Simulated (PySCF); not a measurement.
Job for PySCF: R-HF/3-21G on CH7NSi (SMILES CN[SiH3]), a point of a torsion scan.

```python
from pyscf import gto, scf, dft, mp
from pyscf.data.elements import chemcore

mol = gto.M(
    atom='''
    C    -1.36955881    0.09129355    0.33925940
    N    -0.22446987   -0.28366979   -0.44884300
    Si    1.43031722    0.03047773   -0.13937843
    H    -2.05343078    0.73008490   -0.22992901
    H    -1.03522728    0.64184406    1.21487693
    H    -1.92716805   -0.78895624    0.67705339
    H    -0.48188304   -0.79627055   -1.27695478
    H     2.17790147   -1.22863116   -0.02142212
    H     2.01436070    0.82491745   -1.22845623
    H     1.46719221    0.77300308    1.11839454
    ''',
    basis='3-21g',
    charge=0, spin=0, verbose=3, max_memory=1800)
mf = scf.RHF(mol)
mf.conv_tol = 1e-8
mf.max_cycle = 100
mf.kernel()
if not mf.converged:
    mf = mf.newton().run(mf.mo_coeff, mf.mo_occ)
```

It printed:

```
converged SCF energy = -383.253845765384
```

Self-consistency was reached.

Cost: about 0.29 core-seconds (a rough figure).
